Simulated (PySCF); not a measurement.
**Correlation energy of Sn³⁸⁺ (tin, charge +38)**

[Ne] 3s2, closed-shell 1S. All numbers are calculated (PySCF 2.14, scalar relativity by spin-free X2C-1e, in an uncontracted even-tempered set (18 s from 6.9 bohr⁻², ratio 2.5; 12 p from 9 bohr⁻², ratio 2.5; 4 d from 33 bohr⁻², ratio 2.7; 4 f from 50 bohr⁻², ratio 2.7)). Frozen: 1s2; 10 electrons correlated; the 22 highest virtual orbitals of each spin left out.

```tsv
level	correlation energy (mhartree)
CCSD	-482.04
(T)	-1.01
CCSD(T)	-483.05
```

Diagnostics: T1 = 0.00026, D1 = 0.0008, largest double amplitude 0.060.

Cost of the coupled-cluster step: about 7 core-seconds, for 10 correlated electrons.

At this charge the one-electron X2C treatment keeps the bare 1/r₁₂, with no two-electron picture change or Breit term. The effect here is smaller than on the frozen 1s shell; and a scalar Hamiltonian misses the large spin-orbit splitting of the p shells, which matters for ns² → np² pairs.
